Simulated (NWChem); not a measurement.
Molecule: C3H3NOSi; SMILES C#C[SiH2]OC#N

```xyz
9

C      1.3644    -2.3989    -0.0781
C      0.4050    -1.6541    -0.0095
Si    -1.0245    -0.5367     0.1066
O     -0.5832     1.0021    -0.5115
C      0.3249     1.7851    -0.0671
N      1.1385     2.5220     0.3128
H      2.2156    -3.0555    -0.1395
H     -1.4436    -0.3567     1.5187
H     -2.1298    -0.9515    -0.7842
```
Atoms are numbered in this order, from 1.

Program: NWChem. Pople sets run with spherical d functions. Structure relaxed at the PBE0/def2-SVP level. Level: PBE0/6-31G* with SMD (1 M gas to 1 M solution), gas-phase geometry. Reactions with the solvent are ignored.

```json
[
 {"solvent": "water", "dielectric constant": "78.4", "solvation free energy (kcal/mol)": "-0.9", "cavity-dispersion-structure term (kcal/mol)": "8.1", "dipole in solution (D)": "6.02"},
 {"solvent": "methanol", "dielectric constant": "32.6", "solvation free energy (kcal/mol)": "-2.9", "cavity-dispersion-structure term (kcal/mol)": "5.9", "dipole in solution (D)": "5.99"},
 {"solvent": "acetonitrile", "dielectric constant": "35.7", "solvation free energy (kcal/mol)": "-4.8", "cavity-dispersion-structure term (kcal/mol)": "3.8", "dipole in solution (D)": "6.01"},
 {"solvent": "2-propanol", "dielectric constant": "19.3", "solvation free energy (kcal/mol)": "-3.3", "cavity-dispersion-structure term (kcal/mol)": "5.3", "dipole in solution (D)": "5.97"},
 {"solvent": "ethyl acetate", "dielectric constant": "5.99", "solvation free energy (kcal/mol)": "-4.0", "cavity-dispersion-structure term (kcal/mol)": "3.1", "dipole in solution (D)": "5.83"},
 {"solvent": "n-hexane", "dielectric constant": "1.88", "solvation free energy (kcal/mol)": "(withheld)", "cavity-dispersion-structure term (kcal/mol)": "(withheld)", "dipole in solution (D)": "(withheld)"},
 {"solvent": "cyclohexanone", "dielectric constant": "15.6", "solvation free energy (kcal/mol)": "-3.9", "cavity-dispersion-structure term (kcal/mol)": "4.2", "dipole in solution (D)": "5.96"}
]
```

**Question.** Some entries are withheld; supply them.

**Answer.** 
- n-hexane, solvation free energy (kcal/mol): -1.7
- n-hexane, cavity-dispersion-structure term (kcal/mol): 2.0
- n-hexane, dipole in solution (D): 5.42
